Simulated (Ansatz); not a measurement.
Ideal-gas functions of H$_{4}$InOP, SMILES `O[PH][InH2]` at 500 K and 1 bar, from an Ansatz frequency run at PBE0-D4/def2-TZVP.

Molar mass 165.82 g/mol, point group C1 (symmetry number 1), electronic degeneracy 1, moments of inertia 32.521, 263.304, 291.139 u Å². Harmonic wavenumbers (cm⁻¹, unscaled): 137, 147, 236, 291, 352, 436, 580, 614, 792, 934, 1084, 1798, 1814, 2325, 3872.

Use S(trans) = R[1.5 ln M + 2.5 ln T − 1.1517]; rotational temperatures θ = 24.2544 K / I; S(rot) = R[ln(√π/σ · √(T³/θAθBθC)) + 1.5]; for each mode x = 1.438777 ν̃/T, S = R[x/(eˣ − 1) − ln(1 − e⁻ˣ)] and H = RT x/(eˣ − 1); 1 cm⁻¹ = 0.0119627 kJ/mol; R = 8.31446 J/(mol·K).

**Question.** By hand: the entropy, in J/(mol·K).

**Answer.** Translation 183.3. Rotation: θ = 0.7458, 0.0921, 0.0833 K, giving 116.2. Vibration, mode by mode: 16.11, 15.53, 11.69, 10.03, 8.55, 6.95, 4.96, 4.59, 3.06, 2.22, 1.57, 0.29, 0.28, 0.08, 0.00, in all 85.9. Electronic 0.0. Sum 385.4 J/(mol·K).

**Question.** By hand: H − E and G − E in kJ/mol, counted from the electronic energy.

**Answer.** Zero-point energy ½ × 15412 × 0.0119627 = 92.2; thermal vibration 22.7; translation, rotation and pV give 4 RT = 16.6. H − E = 131.5 kJ/mol, and G − E = 131.5 − 500 × 385.4/1000 = -61.2 kJ/mol.

Vibration gives 22 % of the entropy, 31.6 J/(mol·K) of it from the modes under 150 cm⁻¹: soft modes count most, and the harmonic formula is weakest for them. The sum counts one conformer and one mirror image; others add a mixing term.
